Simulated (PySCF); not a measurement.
Ga(H)2(OH) (GaH3O), SMILES [OH][GaH2]. Atoms are numbered in the order given.

```xyz
5

Ga    -0.0052     0.3654     0.0000
H      1.3884     1.0748     0.0000
H     -1.4507     0.9877     0.0000
O      0.1217    -1.4403     0.0000
H     -0.7502    -1.8687     0.0000
```
Charge 0, spin multiplicity 1.

The structure is a stationary point at PBE-D3(BJ)/def2-TZVP.

Computed with PBE-D3(BJ)/def2-TZVP in PySCF 2.14.0.

Frequencies are harmonic and unscaled.

Computed harmonic wavenumbers and intensities:
```json
[
 {"mode": "1", "ν (cm⁻¹)": "466", "IR (km/mol)": "55.2", "Raman (Å⁴/amu)": "8.5", "depolarisation": "0.72", "moving atoms (share of kinetic energy)": "H 93 %"},
 {"mode": "2", "ν (cm⁻¹)": "476", "IR (km/mol)": "100.1", "Raman (Å⁴/amu)": "1.4", "depolarisation": "0.75", "moving atoms (share of kinetic energy)": "H 92 %"},
 {"mode": "3", "ν (cm⁻¹)": "596", "IR (km/mol)": "65.0", "Raman (Å⁴/amu)": "0.4", "depolarisation": "0.75", "moving atoms (share of kinetic energy)": "H 95 %"},
 {"mode": "4", "ν (cm⁻¹)": "649", "IR (km/mol)": "140.3", "Raman (Å⁴/amu)": "8.4", "depolarisation": "0.09", "moving atoms (share of kinetic energy)": "O 66 %, Ga 21 %, H 13 %"},
 {"mode": "5", "ν (cm⁻¹)": "707", "IR (km/mol)": "37.5", "Raman (Å⁴/amu)": "9.7", "depolarisation": "0.68", "moving atoms (share of kinetic energy)": "H 86 %, O 13 %"},
 {"mode": "6", "ν (cm⁻¹)": "844", "IR (km/mol)": "93.0", "Raman (Å⁴/amu)": "2.5", "depolarisation": "0.75", "moving atoms (share of kinetic energy)": "H 90 %, O 9 %"},
 {"mode": "7", "ν (cm⁻¹)": "1919", "IR (km/mol)": "117.1", "Raman (Å⁴/amu)": "224.5", "depolarisation": "0.15", "moving atoms (share of kinetic energy)": "H 99 %"},
 {"mode": "8", "ν (cm⁻¹)": "1967", "IR (km/mol)": "148.1", "Raman (Å⁴/amu)": "130.3", "depolarisation": "0.22", "moving atoms (share of kinetic energy)": "H 98 %"},
 {"mode": "9", "ν (cm⁻¹)": "3734", "IR (km/mol)": "42.3", "Raman (Å⁴/amu)": "106.2", "depolarisation": "0.23", "moving atoms (share of kinetic energy)": "H 94 %"}
]
```
